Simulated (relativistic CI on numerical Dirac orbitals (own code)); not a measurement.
# Spin-allowed bands of a d2 ion in a tetrahedral site, by hand

Problem. Take Δ = 5700 cm⁻¹ and B = 810 cm⁻¹ for a d2 ion in a tetrahedral site. Calculate the three spin-allowed bands.

Working.
1. The terms of highest spin are 3F (energy 0) and 3P (15B = 12150 cm⁻¹). Here the F term splits into A2 at −1.2Δ = -6840, T2 at −0.2Δ = -1140 and T1 at +0.6Δ = 3420 cm⁻¹.
2. The two T1 states mix through the element 0.4Δ: H = [[3420, 2280], [2280, 12150]], with roots ½(H₁₁ + H₂₂) ∓ ½√[(H₂₂ − H₁₁)² + 4H₁₂²] = ½(15570) ∓ ½(9849) = 2860 and 12710 cm⁻¹.
3. The ground term is 3A2 at -6840 cm⁻¹.
4. Bands: 3T2 5700 cm⁻¹ (1754 nm), 3T1(F) 9700 cm⁻¹ (1031 nm), 3T1(P) 19550 cm⁻¹ (512 nm).

Check. Exact diagonalisation of the whole d2 shell with these parameters gives 3T2 5700, 3T1 9700, 3T1 19550 cm⁻¹. The match is exact, since without spin-orbit coupling no other term has this spin. The ratio of the second band to the first, 1.702, depends on Δ/B = 7.0 alone, which is how a Tanabe-Sugano diagram is read.
